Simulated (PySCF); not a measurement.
# Simulated absorption spectrum

Compound: H8N2OSi2.
Bonds: N1–Si2, Si2–N3, Si2–O4, O4–Si5. Hydrogens: H6, H7 on N1; H8 on Si2; H9, H10 on N3; H11, H12, H13 on Si5.

Method: TDDFT PBE0/def2-SVPD, vertical, gas phase, core orbitals frozen in the response (PySCF). Isolated species at its GFN2-xTB geometry (one conformer only). Torsions of this conformer, `[NH2:1][SiH:2]([NH2:3])[O:4][SiH3:5]`: N1–Si2–O4–Si5 -50°, H–N1–Si2–N3 55°, H–N1–Si2–N3 -171°, H–N3–Si2–N1 34°, H–N3–Si2–N1 171°.

Computed states:

| state | E (eV) | f |
| --- | --- | --- |
| S1 | 6.62 | 0.018 |
| S2 | 6.85 | 0.070 |
| S3 | 7.34 | 0.010 |
| S4 | 7.40 | 0.014 |
| S5 | 7.52 | 0.0035 |
| S6 | 7.56 | 0.011 |

Each state is given a Gaussian of 0.5 eV full width at half maximum, with ε(max) = 2.175×10⁸ f / Δν̃ (Δν̃ the width in cm⁻¹). The width is an assumption, not a result. The curve ends short of the highest state used, and states not computed would add to its high-energy end.

Q: What does the envelope look like, and where are its maxima?

A: 
```tsv
E (eV)	ε (L mol⁻¹ cm⁻¹)
5.87	2
5.89	3
5.91	4
5.93	5
5.95	7
5.97	10
5.99	13
6.01	18
6.03	23
6.05	30
6.07	39
6.09	50
6.11	64
6.12	72
6.14	91
6.16	114
6.18	142
6.20	175
6.22	214
6.24	261
6.26	315
6.28	377
6.30	449
6.32	532
6.34	625
6.36	730
6.38	847
6.40	976
6.42	1119
6.44	1274
6.46	1441
6.48	1621
6.50	1811
6.52	2011
6.54	2219
6.56	2434
6.58	2652
6.60	2871
6.62	3088
6.64	3300
6.66	3504
6.68	3694
6.70	3869
6.72	4025
6.74	4158
6.76	4265
6.78	4345
6.80	4395
6.82	4415
6.84	4404
6.86	4363
6.88	4293
6.90	4196
6.92	4076
6.94	3936
6.96	3779
```

Maxima: 182 nm (6.82 eV), ε about 4400, made up of S1 (14%) and S2 (85%) (ε in L mol⁻¹ cm⁻¹; maxima over ε = 5, shares over 10%).

Q: Coming from long wavelengths, where does ε first pass 100 L mol⁻¹ cm⁻¹?

A: At about 202 nm (6.15 eV), 0.47 eV below S1.

Q: What would ε be at 6.82 eV, the highest of these maxima, with half the width (0.25 eV)?

A: About 7630 L mol⁻¹ cm⁻¹ against 4420, a factor of about 1.7; a lone state at its own centre would give exactly 2.

Q: On this curve, what absorbance would a 10⁻³ mol/L sample give at 193 nm over a 1 cm path?

A: 193 nm is 6.424 eV, where ε is about 1100 L mol⁻¹ cm⁻¹, so A = ε c l ≈ 1.1 (Beer–Lambert, with the gas-phase spectrum and the assumed width).
